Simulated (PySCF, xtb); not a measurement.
BH3O3, SMILES OB(O)O.

Coordinates come from a PBE0-D3(BJ)/def2-SVP optimisation. The values are those of a single conformer.

Level of theory: IEF-PCM-M06-2X/def2-SVP (PySCF).

The values are the electrostatic part of the solvation free energy, E(continuum) − E(gas) at the gas-phase geometry, in a cavity of scaled van der Waals radii (PySCF's table); cavitation and dispersion terms are not included. In vacuum the orbital gap is 12.14 eV. The dipole moment in vacuum is 3.20 D.

Computed values in water (ε = 78.36), dimethylsulfoxide (ε = 46.83), dichloromethane (ε = 8.93):
```tsv
solvent	ε	ΔG(elec) (kcal/mol)	dipole (D)	gap (eV)
water	78.36	-11.9	3.82	12.95
dimethylsulfoxide	46.83	-11.7	3.82	12.94
dichloromethane	8.93	-9.9	3.72	12.83
```

For comparison, GFN2-xTB/ALPB(water) (xtb, at the GFN2-xTB geometry, all terms of that model) gives -13.4 kcal/mol.
